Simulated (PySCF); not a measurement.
**Peak assignment**

Cartesian coordinates in Å; atom numbers follow the order of the lines, from 1:
```xyz
15

C    -3.205    0.237   -0.471
C    -1.834    0.131   -0.037
C    -0.689    0.020    0.333
Si    1.076   -0.052    0.875
P     2.054    1.978    0.921
Si    2.152   -1.513   -0.509
F     1.499   -2.964   -0.516
F     3.674   -1.840   -0.179
F     2.217   -1.164   -2.061
H    -3.588    1.235   -0.258
H    -3.270    0.053   -1.543
H    -3.816   -0.498    0.052
H     1.094   -0.540    2.267
H     0.948    2.601    1.472
H     1.685    2.325   -0.370
```

All values are calculated (PySCF): PBE0/pcSseg-1 with gauge-including orbitals, GFN2-xTB geometry. No solvent model, one conformer, no relativistic terms, one averaged value for each set of equivalent atoms.

Scale: 13C (σref 186.93), 1H (σref 31.72) against TMS (reference shieldings calculated alike).

**Question.** Assign these signals to the numbered atoms. 13C{1H} NMR (computed): δ 121.1, 77.6, 6.3.

**Answer.** 
| δ (ppm) | atoms | environment | reason |
| --- | --- | --- | --- |
| 121.1 | C2 | alkyne carbon | – |
| 77.6 | C3 | alkyne carbon | the triple bond shields along its axis, which puts it between sp3 and sp2 carbons |
| 6.3 | C1 | propargylic methyl carbon | saturated and bonded to C and H only |

**Question.** Assign these signals to the numbered atoms. 1H NMR (500 MHz, computed): δ 4.64 (m, 1H), 2.13 (s, 3H), 1.59 (m, 2H).

**Answer.** 
| δ (ppm) | atoms | environment | reason |
| --- | --- | --- | --- |
| 4.64 | H13 | hydrogen on a silicon bonded to C, P, Si | – |
| 2.13 | H10/H11/H12 | hydrogen on a propargylic methyl carbon | – |
| 1.59 | H14/H15 | hydrogen on a phosphorus bonded to Si | – |

Splittings by 19F and 31P in the carbon and heteronuclear signals aren't shown, as no couplings were computed. Shifts are as computed. Against solution values, carbons near 30 ppm lie about +3 ppm off and those near 130 ppm about +5 ppm. Of 1211 compounds with measured shifts, 218 miss one by over three times the rms of a fit or turn the order of signals round; such compounds aren't used in these exercises. Multiplicities follow the n + 1 count of equivalent neighbours, as no J values were calculated; m marks all less simple cases, F and P coupling included.
